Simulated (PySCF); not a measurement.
# Working out the electron affinity of In

In- [Kr] 4d10 5s2 5p2 (3P) → In [Kr] 4d10 5s2 5p1 (2P). Computed with PySCF 2.14 in aug-cc-pVTZ-PP with one added diffuse shell each of d, f type with ECP28MDF (6s5p5d3f, 67 functions), with scalar relativity through the core potential. Frozen: 4s2 4p6 4d10. Energies in hartree (1 hartree = 27.21139 eV):

```tsv
part	In- (lower)	In (upper)
UHF	-189.213145	-189.210365
MP2 opposite-spin	-0.032267	-0.027946
MP2 same-spin	-0.008366	-0.002264
```

What does Hartree-Fock give?

(-189.210365) − (-189.213145) = 0.002780 hartree = 0.076 eV.

What do MP2 and SCS-MP2 (6/5 opposite-spin, 1/3 same-spin) give?

The opposite-spin parts differ by 0.118 eV and the same-spin parts by 0.166 eV. MP2: 0.076 + (0.118) + (0.166) = 0.360 eV. SCS-MP2: 0.076 + 1.2 × (0.118) + (0.166)/3 = 0.273 eV.

Reference: 0.384 eV (measured; photodetachment measurements, as compiled on the Wikipedia data page of electron affinities), between the lowest levels; spin-orbit coupling is absent from the calculation.

What remains against the reference includes basis incompleteness, the frozen core and correlation beyond second order.
